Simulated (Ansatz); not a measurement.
Mulliken charges of CH6AlNZn (`[CH3][Zn][NH][AlH2]`) from ωB97M-V/def2-TZVPP in Ansatz (PBE0-D4/def2-TZVP geometry).

```
atom   x (Å)   y (Å)   z (Å)  charge (e)
  C1  -0.551   2.059  -1.174      -0.528
 Zn2  -0.419   0.528  -0.012       0.340
  N3  -0.262  -0.940   1.073      -0.364
 Al4   0.940  -2.225   0.906       0.360
  H5   0.311   2.103  -1.844       0.121
  H6  -0.579   2.986  -0.597       0.117
  H7  -1.455   2.010  -1.785       0.118
  H8  -0.934  -0.997   1.828       0.098
  H9   0.988  -3.455   1.909      -0.119
 H10   1.961  -2.068  -0.303      -0.143
```

By hand: the dipole of these point charges (1 e Å = 4.8032 D).

Σ q r = (-0.109, 0.084, 0.043) e Å, of length 0.144 e Å = 0.69 D.

How does the dipole of the full density compare? (Estimate.)

The calculation gave: (-0.227, 0.230, 0.043) e Å, 1.57 D; the point charges give 0.44 times that, at 12° from its direction.

Point charges leave out the atoms' own dipoles, such as those of lone pairs, and Mulliken's split depends on the basis, so the two needn't agree.
